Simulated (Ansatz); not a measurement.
Cartesian coordinates in Å:
```
C 1.058 0.328 -1.308
Si 0.369 -0.085 0.370
N 1.686 -0.318 1.399
B -1.442 -0.234 0.897
C -2.233 0.043 -0.285
F -3.578 0.034 -0.311
H 1.674 1.230 -1.255
H 1.688 -0.488 -1.672
H 0.266 0.498 -2.037
H 2.652 -0.240 1.126
H 1.570 -0.554 2.370
H -1.838 -0.503 1.990
H -1.871 0.290 -1.283
```

Total charge 0; spin multiplicity 1. The bonds changed during the relaxation, so this is another structure than the one it started from.

**Question.** List the PBE/def2-TZVPP orbital energies in eV (Ansatz). (Best estimate.)

**Answer.** Computed: Occupied: -1779.99, -659.75, -380.96, -270.21, -269.15, -175.13, -137.71, -94.55, -94.43, -94.33, -29.92, -21.92, -17.86, -16.16, -13.37, -12.98, -12.14, -11.82, -10.51, -10.33, -10.29, -9.34, -9.12, -7.56, -7.33, -6.92, -4.95. Lowest empty: -2.13, -0.64, 0.03, 0.57, 0.99, 1.15, 1.29, 1.97.
